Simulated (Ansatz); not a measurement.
Program: Ansatz. Geometries: PBE0-D4/def2-TZVP. ΔE: electronic, gas phase. CCSD(T)/CBS is the MP2 limit (def2-TZVPP, def2-QZVPP) plus CCSD(T) − MP2 in def2-TZVPP, frozen cores. This one scheme is used for every species. Functionals use def2-TZVPP. For As, Ga outer-core shells are correlated without core-valence functions, which leaves a few kJ/mol of doubt a bond. Scalar relativity is left out up to krypton.

`[GaH2][AsH2]` + `BN` → `B[NH][GaH2]` + `[AsH3]`  (cleavage of the Ga–As bond)

```tsv
level	ΔE (kJ/mol)
LDA (SPW92)	28.5
CAM-B3LYP-D4	18.9
MP2/def2-SVP	9.7
MP2/CBS(def2)	19.7
```

Question: What does CCSD(T)/CBS give? (Best estimate.)

Answer: Computed: +19.2 kJ/mol. The listed levels differ from it by 9.3, -0.3, -9.5, 0.5 kJ/mol.

Largest T1 diagnostic among the species: 0.013.

At CCSD(T), def2-SVP lies −9.5 kJ/mol from the extrapolated value and def2-TZVPP −2.9 kJ/mol. Leaving LDA and LC-ωPBE aside and taking each functional with its dispersion term where it has one, the values, not all of them listed here, spread over 13.5 kJ/mol, from B97M-V to HSE06-D4. LDA lies −3.5 kJ/mol from PBE without D4.
